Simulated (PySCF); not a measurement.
Species: H7NSSi2.
InChI=1S/H7NSSi2/c1-4-2-3/h1,4H2,3H3

Torsions of this conformer, `[NH2:1][SiH2:2][S:3][SiH3:4]`: N1–Si2–S3–Si4 -41°, H–N1–Si2–S3 -64°, H–N1–Si2–S3 144°.

The closed-shell ground state was solved at several levels (PySCF, density fitting, gas phase, non-relativistic). The structure is a single PBE0-D3(BJ)/def2-SVP conformer in the gas phase; no vibrational or solvent corrections.

```json
{"level": "PBE0/pcSseg-1", "basis functions": "124", "HOMO (eV)": "-7.34", "LUMO (eV)": "0.21", "gap (eV)": "7.55", "dipole (D)": "2.86"}
{"level": "B3LYP/def2-SVPD", "basis functions": "151", "HOMO (eV)": "-7.08", "LUMO (eV)": "-0.30", "gap (eV)": "6.78", "dipole (D)": "2.41"}
```

Task: What might CAM-B3LYP/pcSseg-2 (263 basis functions) give for the same quantities?

Result: HOMO -8.63 eV, LUMO 0.75 eV, gap 9.38 eV, dipole 2.52 D.

Task: Over all these levels, which gives the widest orbital gap and which the narrowest?

Result: CAM-B3LYP/pcSseg-2 (range-separated hybrid) has the widest, 9.38 eV, and B3LYP/def2-SVPD (global hybrid, 20 % exact exchange) the narrowest, 6.78 eV. Functional and basis both differ between the two, so the spread mixes both effects.

Task: How far do the dipole and the HOMO energy spread over the levels?

Result: The dipole runs from 2.41 to 2.86 D (mean 2.60 D) and the HOMO from -8.63 to -7.08 eV.
